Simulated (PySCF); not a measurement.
**Where the electron goes**

W(CtBu)(OH)3, C₅H₁₂O₃W (singlet state).
Geometry (PBE0-D3(BJ)/def2-SVP, Å), atoms numbered from 1 in this order:
```xyz
21
C5H12O3W angstrom
W     -0.0072    0.0702   -2.2294
C     -0.0127    0.0058   -0.4882
C     -0.0021   -0.0078    0.9971
C      0.8303   -1.2010    1.4858
C      0.6237    1.3033    1.4932
C     -1.4437   -0.1256    1.5099
H      0.3975   -2.1520    1.1394
H      0.8618   -1.2207    2.5876
H      1.8622   -1.1379    1.1099
H      0.6448    1.3242    2.5953
H      0.0446    2.1699    1.1411
H      1.6545    1.4087    1.1239
H     -1.9106   -1.0594    1.1614
H     -2.0563    0.7150    1.1518
H     -1.4598   -0.1236    2.6122
O      1.8464    0.4294   -2.5941
H      2.0799    0.4452   -3.5331
O     -1.2459    1.5020   -2.5649
H     -1.4390    1.6623   -3.4996
O     -0.6016   -1.6271   -2.8462
H     -0.8534   -2.3650   -2.2826
```

Theory: TDDFT PBE0/def2-SVPD, vertical, gas phase, core orbitals frozen in the response, def2 core potentials past Kr in PySCF. Spin–orbit coupling is left out.

Kohn–Sham orbitals with the atoms that hold most of them (Löwdin shares over 4%, at most four atoms; ? is withheld):

```csv
orbital,ε (eV),atoms
LUMO+2,-0.48,"W1 52%, O16 11%, O18 10%, C2 10%"
LUMO+1,-0.49,"W1 55%, O20 14%, C2 10%, O18 7%"
LUMO,-0.60,"W1 47%, O18 11%, O16 11%, H17 8%"
HOMO,-6.37,?
HOMO-1,-6.54,?
HOMO-2,-9.15,"O16 36%, O18 36%, O20 18%"
HOMO-3,-9.20,"C2 22%, C3 17%, W1 12%, O20 7%"
```

(1) Which atoms hold the HOMO, and with what shares?

(2) Which atoms hold the HOMO-1, and with what shares?

(3) How does S1 compare with the orbital gap of 5.78 eV?

(4) One configuration dominates each of S5 and S7. Which, and how do the shares of the two leading atoms of either orbital change from the occupied to the empty one?

Results:

(1) W1 (bonded to C and 3 O) 34%; C2 (bonded to C and W) 34%; O16 (bonded to W and H) 8%; O18 (bonded to W and H) 8%. By element: tungsten 34%, carbon 34% or more, oxygen 17% or more.

(2) W1 (bonded to C and 3 O) 37%; C2 (bonded to C and W) 34%; O20 (bonded to W and H) 6%; C3 (bonded to 4 C) 5%. By element: carbon 39% or more, tungsten 37%, oxygen 6% or more.

(3) S1 is at 3.96 eV (f = 0.0004), 1.82 eV below the gap, made of HOMO→LUMO+2 (61%), HOMO-1→LUMO+1 (34%). Its leading pair isn't HOMO and LUMO; the energies of that pair differ by 5.90 eV. 

(4) 
- S5 (4.67 eV, f 0.0000), HOMO→LUMO (96%): W1 34% → 47%, C2 34% → at most 8%, O18 8% → 11%; the Löwdin share of tungsten is 34% in HOMO and 47% in LUMO
- S7 (4.84 eV, f 0.0034), HOMO-1→LUMO (96%): W1 37% → 47%, C2 34% → at most 8%, O18 at most 5% → 11%; the Löwdin share of tungsten is 37% in HOMO-1 and 47% in LUMO

Time: 58 s wall (with the writing of density and orbital grids); peak memory 1.5 GiB. Hardware: AMD EPYC 9R45, one thread, on a shared host.
